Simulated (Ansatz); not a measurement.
Reaction (isomerisation): `C[O][Zn][Cl]` → `[OH][Zn][CH2]Cl`

Gas-phase electronic energies from Ansatz, PBE0-D4/def2-TZVP geometries. CCSD(T)/CBS adds triple-zeta CCSD(T) − MP2 to the extrapolated MP2 energy (def2 sets, frozen cores). DFT in def2-TZVPP. For Zn outer-core shells are correlated without core-valence functions, which leaves a few kJ/mol of doubt a bond. Scalar relativity is left out up to krypton. One conformer a species, not always the lowest.

Task: Is it downhill or uphill in electronic energy at CCSD(T)/CBS, and by how much? (Estimate.)

Result: The calculation gave: Uphill: ΔE = +105.6 kJ/mol.

Task: What do these levels give: r2SCAN-D4, ωB97X-V, LC-ωPBE, HF/def2-SVP, HF/def2-TZVPP, CCSD/def2-TZVPP? (An estimate is asked.)

Result: Computed: r2SCAN-D4 104.7, ωB97X-V 109.1, LC-ωPBE 105.8, HF/def2-SVP 168.3, HF/def2-TZVPP 147.4, CCSD/def2-TZVPP 110.2 kJ/mol.

Largest T1 diagnostic among the species: 0.015.

Leaving LDA and LC-ωPBE aside and taking each functional with its dispersion term where it has one, the values, not all of them listed here, spread over 28.3 kJ/mol, from revPBE-D4 to BHLYP-D4. LDA lies −3.1 kJ/mol from PBE without D4. In def2-TZVPP, CCSD(T) changes the Hartree–Fock value by −42.8 kJ/mol (the triples alone add −5.6 kJ/mol) and MP2 by −49.4 kJ/mol.
